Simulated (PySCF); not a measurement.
Excitations are Tamm–Dancoff values on a coarser integration grid. The basis has no diffuse functions, so Rydberg states are missing or too high.

Cartesian coordinates (Å):
SMILES: c1cc([SiH3])c(C#C)c2sccc21
```xyz
20

C     -0.2279     2.7347    -2.0815
C     -0.1736     1.7564    -1.3438
C     -0.1149     0.6174    -0.4859
C     -1.2772    -0.1517    -0.2030
Si    -2.9406     0.3231    -0.9655
C     -1.1691    -1.2755     0.6559
C      0.0435    -1.6548     1.2362
C      1.2122    -0.9049     0.9695
C      2.5601    -1.0933     1.4419
C      3.4251    -0.1454     0.9538
S      2.6583     1.0186    -0.0982
C      1.1126     0.2272     0.1065
H     -0.2835     3.5956    -2.7328
H     -3.3636     1.7037    -0.5441
H     -2.8885     0.2789    -2.4681
H     -3.9611    -0.6715    -0.4808
H     -2.0717    -1.8680     0.8719
H      0.0956    -2.5320     1.8988
H      2.8636    -1.9045     2.1174
H      4.5007    -0.0542     1.1519
```
Charge 0, spin multiplicity 1.

Q: What S1–T1 gap (TDA), brightest of the four lowest singlets (TDA) and total energy does PBE-D3(BJ)/def2-TZVP // PBE-D3(BJ)/def2-SVP run with PySCF give?

A: 
- S1–T1 gap (TDA) = 0.96 eV
- brightest of the four lowest singlets (TDA) = 4.63 eV
- total energy = -1072.8678 Ha
